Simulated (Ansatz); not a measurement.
`O[SiH]1CN=C1F` at its PBE0-D4/def2-TZVP geometry, where that method's forces vanish. Total charge 0; spin multiplicity 1.

```xyz
10

O    -1.7295   -1.2678   -0.2978
Si   -0.2172   -0.8116    0.1248
C     0.1929    0.8656    0.8910
N     1.1033    1.1496   -0.2600
C     0.9053    0.1586   -1.0272
F     1.5148    0.0532   -2.1944
H    -2.2948   -0.6338   -0.7422
H     0.3912   -2.0155    0.7347
H     0.7387    0.8924    1.8357
H    -0.6048    1.6094    0.9354
```

Question: What forces (eV/Å) does ωB97M-V/def2-TZVPP give on these atoms in Ansatz 0.2.0? (Estimate.)

Answer: Computed: 
```
O1  -0.074  0.034 -0.045
Si2  0.187 -0.089  0.161
C3  -0.172 -0.020  0.238
N4   0.108 -0.017 -0.200
C5  -0.141  0.053  0.275
F6   0.153 -0.013 -0.272
H7   0.001 -0.030  0.012
H8  -0.080  0.153 -0.081
H9  -0.052 -0.004 -0.086
H10  0.070 -0.066 -0.003
```
